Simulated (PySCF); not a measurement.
# Sc (scandium, neutral) across methods

[Ar] 4s2 4p1, 2P determinant (an excited configuration). Calculation: PySCF 2.14, in def2-TZVPPD; no relativity, point nucleus.

| method | E (hartree) | mean ε 4s α (eV) | mean ε 4s β (eV) | mean ε 4p α (eV) | Σ⟨r²⟩ (bohr²) | ⟨S²⟩ |
| --- | --- | --- | --- | --- | --- | --- |
| PBE | -760.237 | -5.947 | -5.478 | -2.793 | 60.11 | 0.759 |
| PBEsol | -759.333 | -5.953 | -5.478 | -2.747 | 60.04 | 0.757 |
| M06-L | -760.438 | -5.972 | -5.385 | -2.702 | 58.79 | 0.757 |
| LDA | -758.513 | -6.063 | -5.633 | -2.724 | 59.98 | 0.753 |
| HSE06 | -760.306 | -6.386 | -5.773 | -3.059 | 60.17 | 0.766 |
| PBE0 | -760.284 | -6.769 | -6.129 | -3.431 | 60.21 | 0.768 |
| r2SCAN | -760.418 | -6.031 | -5.529 | -2.970 | 60.47 | 0.771 |
| UHF | -759.61503 | -8.423 | -7.325 | -4.654 | 63.06 | 0.850 |
